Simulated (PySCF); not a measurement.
C₈H₇F.
Numbering: `[F:1][C:2]1=[CH:3][C@@H:4]2[CH:5]=[CH:6][C@H:7]1[CH:8]=[CH:9]2` (hydrogens: H10 on C3; H11 on C4; H12 on C5; H13 on C6; H14 on C7; H15 on C8; H16 on C9)

The calculation used PBE0-D3(BJ)/def2-SVP geometry optimisation, gas phase in PySCF 2.14.0.

Q: Give the optimised bond lengths and angles.

A: 
```json
{"bond": "F1–C2", "length (bohr)": "2.508", "order": "single"}
{"bond": "C2=C3", "length (bohr)": "2.510", "order": "double"}
{"bond": "C3–C4", "length (bohr)": "2.893", "order": "single"}
{"bond": "C4–C5, C4–C9", "length (bohr)": "2.900", "order": "single"}
{"bond": "C5=C6, C8=C9", "length (bohr)": "2.514", "order": "double"}
{"bond": "C6–C7, C7–C8", "length (bohr)": "2.898", "order": "single"}
{"bond": "C2–C7", "length (bohr)": "2.872", "order": "single"}
{"bond": "C3–H10", "length (bohr)": "2.057", "order": "single"}
{"bond": "C4–H11", "length (bohr)": "2.071", "order": "single"}
{"bond": "C5–H12, C9–H16", "length (bohr)": "2.062", "order": "single"}
{"bond": "C6–H13, C8–H15", "length (bohr)": "2.061", "order": "single"}
{"bond": "C7–H14", "length (bohr)": "2.071", "order": "single"}
```

Bonds in one row agree within 0.02 bohr and their mean is given. Orders are formal, as drawn. A selection of angles:
```json
{"angle": "F1–C2–C3", "degrees": "126.9"}
{"angle": "F1–C2–C7", "degrees": "117.7"}
{"angle": "C3–C2–C7", "degrees": "115.4"}
{"angle": "C2–C3–C4", "degrees": "110.7"}
{"angle": "C3–C4–C5", "degrees": "106.6"}
{"angle": "C5–C4–C9", "degrees": "105.3"}
{"angle": "C4–C5–C6", "degrees": "113.0"}
{"angle": "C5–C6–C7", "degrees": "112.6"}
{"angle": "C6–C7–C8", "degrees": "106.0"}
{"angle": "C2–C7–C6", "degrees": "105.4"}
```

Torsions: F1–C2–C3–C4 180° (antiperiplanar); C2–C3–C4–C5 56° (synclinal); C3–C4–C5–C6 -56° (synclinal); C4–C5–C6–C7 -1° (synperiplanar); C5–C6–C7–C8 -56° (synclinal); C6–C7–C8–C9 56° (synclinal); C7–C8–C9–C4 1° (synperiplanar); F1–C2–C7–C6 124° (anticlinal); C3–C4–C9–C8 56° (synclinal).

The 6-membered ring C2–C3–C4–C9–C8–C7 has internal angles of 105.3° to 115.4°; it is puckered, 0.33 Å rms from its mean plane, widest ring torsion 56°. The 9 C–C bonds span 1.328 Å (C2=C3, drawn double) to 1.535 Å (C4–C9, drawn single), a spread of 0.207 Å. The 6-membered ring C4–C5–C6–C7–C8–C9 has internal angles of 105.3° to 113.0°; it is puckered, 0.34 Å rms from its mean plane, widest ring torsion 57°. The 6-membered ring C2–C3–C4–C5–C6–C7 has internal angles of 105.4° to 115.4° (sum 664°, against 720° for a flat polygon); it is puckered, 0.33 Å rms from its mean plane, widest ring torsion 56°.

Point group: Cs (tolerance 0.08 Å). Stationary, but not proved a minimum.
